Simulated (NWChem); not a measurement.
System: C2H3Cl2F; SMILES CC(F)(Cl)Cl

Input file for NWChem:

```
start job
memory heap 200 mb stack 900 mb global 1100 mb
geometry units angstroms noautoz
  C     -1.319381    -1.111717     0.000000
  C     -0.342758     0.033215     0.000000
  F     -1.000098     1.202752     0.000000
  Cl     0.689234    -0.012536     1.454628
  Cl     0.689234    -0.012536    -1.454628
  H     -1.949254    -1.041749    -0.897822
  H     -0.785487    -2.069463     0.000000
  H     -1.949254    -1.041749     0.897822
end
basis spherical
  * library def2-tzvpd
end
dft
  xc becke88 lyp
  iterations 150
  semidirect filesize 400000000
  mulliken
end
task dft energy
```

Output (shortened):

```
             Northwest Computational Chemistry Package (NWChem) 7.3.0
             --------------------------------------------------------

 CS  symmetry detected

                             Geometry "geometry" -> ""
                             -------------------------

 Output coordinates in angstroms (scale by  1.889725989 to convert to a.u.)

  No.       Tag          Charge          X              Y              Z
 ---- ---------------- ---------- -------------- -------------- --------------
    1 C                    6.0000    -1.30072889    -1.12516376     0.00000000
    2 C                    6.0000    -0.33936200     0.03260801     0.00000000
    3 F                    9.0000    -1.01214070     1.19333257     0.00000000
    4 Cl                  17.0000     0.69314560     0.00053495    -1.45462800
    5 Cl                  17.0000     0.69314560     0.00053495     1.45462800
    6 H                    1.0000    -1.93147367    -1.06354774     0.89782200
    7 H                    1.0000    -0.75419159    -2.07575158     0.00000000
    8 H                    1.0000    -1.93147367    -1.06354774    -0.89782200

 Effective nuclear repulsion energy (a.u.)     299.2545926972

      Symmetry information
      --------------------

 Group name             Cs
 Group number              2
 Group order               2
 No. of unique centers     6

                                 NWChem DFT Module
                                 -----------------

 Summary of "ao basis" -> "ao basis" (spherical)
 ------------------------------------------------------------------------------
       Tag                 Description            Shells   Functions and Types
 ---------------- ------------------------------  ------  ---------------------
 C                         def2-tzvpd               13       37   6s3p3d1f
 F                         def2-tzvpd               14       40   6s4p3d1f
 Cl                        def2-tzvpd               16       46   6s6p3d1f
 H                         def2-tzvpd                5        9   3s2p

      Symmetry analysis of basis
      --------------------------

        a'        139
        a"         94

            General Information
            -------------------
          SCF calculation type: DFT
          Wavefunction type:  closed shell.
          No. of atoms     :     8
          No. of electrons :    58
           Alpha electrons :    29
            Beta electrons :    29
          Charge           :     0
          Spin multiplicity:     1
          Use of symmetry is: on ; symmetry adaption is: on
          Maximum number of iterations: 150
          AO basis - number of functions:   233
                     number of shells:    87
          Convergence on energy requested:  1.00D-06
          Convergence on density requested:  1.00D-05
          Convergence on gradient requested:  5.00D-04

              XC Information
              --------------
                    Becke 1988 Exchange Functional  1.000
              Lee-Yang-Parr Correlation Functional  1.000

             Grid Information
             ----------------
          Grid used for XC integration:  medium
          Radial quadrature: Mura-Knowles
          Angular quadrature: Lebedev.
          Tag              B.-S. Rad. Rad. Pts. Rad. Cut. Ang. Pts.
          ---              ---------- --------- --------- ---------
          C                   0.70       49          12.0       434
          F                   0.50       49          12.0       434
          Cl                  1.00       88          13.0       590
          H                   0.35       45          13.0       434
          Grid pruning is: on
          Number of quadrature shells:   325
          Spatial weights used:  Erf1

      Superposition of Atomic Density Guess
      -------------------------------------

 Sum of atomic energies:       -1095.21616254

      Non-variational initial energy
      ------------------------------

 Total energy =   -1097.077277
 1-e energy   =   -2108.021230
 2-e energy   =     711.689360
 HOMO         =      -0.392900
 LUMO         =       0.036682

      Symmetry analysis of molecular orbitals - initial
      -------------------------------------------------

  Numbering of irreducible representations:

     1 a'          2 a"

  Orbital symmetries:

     1 a'          2 a"          3 a'          4 a'          5 a'
     6 a'          7 a"          8 a'          9 a"         10 a'
    11 a'         12 a"         13 a"         14 a'         15 a'
    16 a'         17 a"         18 a'         19 a"         20 a'
    21 a'         22 a"         23 a'         24 a'         25 a"
    26 a'         27 a"         28 a'         29 a"         30 a'
    31 a'         32 a"         33 a'         34 a'         35 a"
    36 a'         37 a"         38 a'         39 a'

------------------------------------------------------------
EAF file 0: "./job.aoints.0" size=1084227584 bytes
------------------------------------------------------------
               write      read    awrite     aread      wait
               -----      ----    ------     -----      ----
     calls:     2068         0         0         0         0
   data(b): 1.08e+09  0.00e+00  0.00e+00  0.00e+00
   time(s): 0.00e+00  0.00e+00  0.00e+00  0.00e+00  0.00e+00
rate(mb/s): 0.00e+00  0.00e+00
------------------------------------------------------------

     ---------------------------------------------
      Total Density - Mulliken Population Analysis
     ---------------------------------------------

    Atom       Charge   Shell Charges
 -----------   ------   -------------------------------------------------------
    1 C    6     6.90   0.86  1.12  0.56  0.68  0.17 -0.01  1.28  1.39  0.77  0.01  0.03  0.04  0.00
    2 C    6     4.48   0.85  1.13  0.47  0.63 -0.17  0.01  0.74  0.91 -0.18  0.03  0.21 -0.16  0.02
    3 F    9     9.37   0.77  1.20  0.61  1.00  0.32 -0.00  2.32  2.30  0.82  0.01  0.00  0.01  0.00  0.00
    4 Cl  17    17.47   2.01  0.45  1.52  1.10  0.90  0.04  4.19  1.69  1.11  2.89  1.51  0.04  0.01  0.02  0.01  0.00
    5 Cl  17    17.47   2.01  0.45  1.52  1.10  0.90  0.04  4.19  1.69  1.11  2.89  1.51  0.04  0.01  0.02  0.01  0.00
    6 H    1     0.78   0.24  0.44  0.04  0.02  0.03
    7 H    1     0.76   0.24  0.44  0.02  0.02  0.03
    8 H    1     0.78   0.24  0.44  0.04  0.02  0.03

   convergence    iter        energy       DeltaE   RMS-Dens  Diis-err
 ---------------- ----- ----------------- --------- --------- ---------
 d= 0,ls=0.0,diis     1  -1098.1199471983 -1.40D+03  8.15D-03  3.05D+00
 d= 0,ls=0.0,diis     2  -1097.5536553566  5.66D-01  5.73D-03  7.88D+00
 d= 0,ls=0.0,diis     3  -1098.2679548051 -7.14D-01  1.62D-03  4.00D-01
 d= 0,ls=0.0,diis     4  -1098.3086882969 -4.07D-02  5.17D-04  2.53D-02
 d= 0,ls=0.0,diis     5  -1098.3112290822 -2.54D-03  1.69D-04  5.56D-03
  Resetting Diis
 d= 0,ls=0.0,diis     6  -1098.3116910110 -4.62D-04  5.04D-05  5.51D-04
 d= 0,ls=0.0,diis     7  -1098.3117376807 -4.67D-05  5.14D-05  4.39D-05
 d= 0,ls=0.0,diis     8  -1098.3117267083  1.10D-05  2.57D-05  1.68D-04
 d= 0,ls=0.0,diis     9  -1098.3117422396 -1.55D-05  4.10D-06  1.78D-06
 d= 0,ls=0.0,diis    10  -1098.3117424096 -1.70D-07  9.70D-07  1.05D-07

         Total DFT energy =    -1098.311742409591
      One electron energy =    -2110.220715079427
           Coulomb energy =      791.551220113678
    Exchange-Corr. energy =      -78.896840141063
 Nuclear repulsion energy =      299.254592697220

 Numeric. integr. density =       58.000012870399

                  Occupations of the irreducible representations
                  ----------------------------------------------

                     irrep           alpha         beta
                     --------     --------     --------
                     a'               18.0         18.0
                     a"               11.0         11.0

                       DFT Final Molecular Orbital Analysis
                       ------------------------------------

 Vector   27  Occ=2.000000D+00  E=-2.877537D-01  Symmetry=a'
              MO Center=  4.6D-01, -6.2D-02,  2.9D-13, r^2= 3.5D+00
   Bfn.  Coefficient  Atom+Function         Bfn.  Coefficient  Atom+Function
  ----- ------------  ---------------      ----- ------------  ---------------
   131      0.313343  4 Cl py               177      0.313343  5 Cl py
   134      0.202141  4 Cl py               180      0.202141  5 Cl py
   130      0.172221  4 Cl px               176      0.172221  5 Cl px
   128      0.152900  4 Cl py               174      0.152900  5 Cl py
     7      0.123770  1 C  px               122     -0.124150  4 Cl py

 Vector   28  Occ=2.000000D+00  E=-2.824077D-01  Symmetry=a"
              MO Center=  5.6D-01,  1.1D-02, -3.2D-13, r^2= 3.5D+00
   Bfn.  Coefficient  Atom+Function         Bfn.  Coefficient  Atom+Function
  ----- ------------  ---------------      ----- ------------  ---------------
   131      0.380728  4 Cl py               177     -0.380728  5 Cl py
   134      0.246542  4 Cl py               180     -0.246542  5 Cl py
   128      0.185831  4 Cl py               174     -0.185831  5 Cl py
   122     -0.150460  4 Cl py               168      0.150460  5 Cl py
    83      0.122418  3 F  pz                86      0.097695  3 F  pz

 Vector   29  Occ=2.000000D+00  E=-2.696674D-01  Symmetry=a"
              MO Center=  6.2D-01, -4.1D-03,  2.0D-15, r^2= 3.5D+00
   Bfn.  Coefficient  Atom+Function         Bfn.  Coefficient  Atom+Function
  ----- ------------  ---------------      ----- ------------  ---------------
   130      0.287580  4 Cl px               176     -0.287580  5 Cl px
   132      0.276741  4 Cl pz               178      0.276741  5 Cl pz
   133      0.185861  4 Cl px               179     -0.185861  5 Cl px
   135      0.173857  4 Cl pz               181      0.173857  5 Cl pz
   127      0.139333  4 Cl px               173     -0.139333  5 Cl px

[...]
```

Level: BLYP/def2-TZVPD. The geometry was optimised at PBE0/def2-SVP.
